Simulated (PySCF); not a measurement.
# Two-component Hartree-Fock for Xe⁴⁺ (xenon, charge +4)

Start: [Kr] 4d10 5s2 5p2; 5p1/2 filled at m_j = -1/2, +1/2. Calculated with PySCF 2.14 in x2c-QZVPPall-2c (13s13p9d4f1g, 134 functions): generalised Hartree-Fock with the X2C-1e Hamiltonian and a Gaussian nucleus; one run each with spin-orbit coupling (SO) switched off, then screened by Boettger's factors.

```
spinor shell  electrons  ε, spin-free (eV)  ε, screened SO (eV)  weight of nominal j (screened SO)  rms radius, screened SO (bohr)
       1s1/2          2           -34775.9             -34771.9                              1.000                          0.0305
       2s1/2          2            -5554.4              -5553.0                              1.000                           0.124
       2p1/2          2            -4981.7              -5207.7                              1.000                           0.107
       2p3/2          4            -4981.7              -4879.8                              1.000                           0.112
       3s1/2          2            -1217.4              -1216.7                              1.000                           0.326
       3p1/2          2            -1027.9              -1071.9                              1.000                           0.318
       3p3/2          4            -1027.9              -1007.5                              1.000                           0.330
       3d3/2          4            -747.70              -755.23                              1.000                           0.302
       3d5/2          6            -747.70              -741.78                              1.000                           0.306
       4s1/2          2            -276.12              -275.67                              1.000                           0.761
       4p1/2          2            -213.31              -222.24                              1.000                           0.795
       4p3/2          4            -213.31              -208.72                              1.000                           0.824
       4d3/2          4            -119.06              -120.13                              1.000                           0.932
       4d5/2          6            -119.06              -117.73                              1.000                           0.939
       5s1/2          2            -66.856              -66.686                              1.000                            1.84
       5p1/2          2            -53.813              -53.558                              1.000                            2.04
```

```json
{"quantity": "E (hartree)", "spin-free": "-7438.61767", "screened SO": "-7441.07950"}
{"quantity": "M_J", "spin-free": "0", "screened SO": "0"}
{"quantity": "⟨J²⟩", "spin-free": "2.007", "screened SO": "0.000"}
{"quantity": "⟨L²⟩", "spin-free": "2.005", "screened SO": "1.354"}
{"quantity": "⟨S²⟩", "spin-free": "2.002", "screened SO": "1.354"}
```

Breit and QED terms are absent; they matter most for the inner s and p1/2 levels.

Densities and radii are taken from the X2C orbitals without a picture-change correction, which distorts them close to the nucleus.

Without spin-orbit coupling the j labels of p, d and f shells carry no meaning; the spin-free column gives the mean over the occupied spinors of each nl shell.
